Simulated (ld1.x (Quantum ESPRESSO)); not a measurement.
aluminium, PAW: configuration errors across variants

| Property | Result |
| --- | --- |
| Element | aluminium (Al) |
| Generator | ld1.x (Quantum ESPRESSO) 7.5 |
| Type | PAW |
| Functional | LDA (PZ) |
| Relativity | scalar-relativistic |
| Frozen core | [Ne] |
| Valence charge | 3 |
| Reference configuration | 3s2 3p0 (charge +1) |
| Partial waves | 3s (bound): rcut 1.50, rcutus 2.05 bohr; 3s channel at -0.15 Ry: rcut 1.50, rcutus 2.05 bohr; 3p (bound, empty): rcut 1.55, rcutus 2.00 bohr; 3p channel at 0.9 Ry: rcut 1.55, rcutus 2.00 bohr |
| Local potential | all-electron potential smoothed inside 1.50 bohr (lloc = -1) |
| Core correction | a·sin(br)/r model core, default radius (ld1.x builds one for every PAW set, though the input has nlcc=.false.) |
| Augmentation charge | PSQ, inside the norm-conserving radii |

All-electron excitation energies from the reference (eV): (1) 3s2 3p1 -5.847; (2) 3s1 3p0 19.377; (3) 3s2 3p0.5 -3.722; (4) 3s1 3p2 -0.691; (5) 3s1 3p1 5.819; (6) 3s0 3p3 4.659; (7) 3s2 3p1.3 -6.444; (8) 3s2 3p1 spin -5.982; (9) 3s1 3p0 spin 18.950.

Spin tests fill each open shell by Hund’s rule, majority spin first.

The default core radius of the base comes out at 1.31 bohr.

1 further variants failed, have other tests or too few solved ones, and are left out.

A true bound ghost makes a file unfit for plane-wave use even where its test errors are small: the radial tests pick states by their node count and pass the ghost by.

Errors AE − PS in meV (a dash: test not solved or not reliable):

```csv
change,(1),(2),(3),(4),(5),(6),(7),(8),(9),bound ghosts
base,-0.5,-16,-0.3,+0.3,-1.4,-1.6,-0.5,-0.6,-20,none
local potential all-electron potential smoothed inside 1.78 bohr (lloc = -1),-0.5,-16,-0.3,+0.2,-1.5,-1.6,-0.5,-0.6,-20,none
core correction a·sin(br)/r model core inside 1.78 bohr,-0.7,-16,-0.3,0.0,-1.5,-1.9,-0.7,-0.8,-21,none
"waves 3p (bound): rcut 1.46, rcutus 1.54 bohr; 3p channel at 0.9 Ry: rcut 1.46, rcutus 1.54 bohr",-1.3,-16,-0.4,+0.3,-2.2,-4.2,-1.6,-2.0,-20,p
```

Task: Give the same row for: waves 3s (bound): rcut 1.50, rcutus 2.30 bohr; 3s channel at -0.15 Ry: rcut 1.50, rcutus 2.30 bohr.

Result: -0.6, -15, -0.3, +0.5, -1.0, -1.6, -0.6, -0.7, -20; bound ghosts: none.
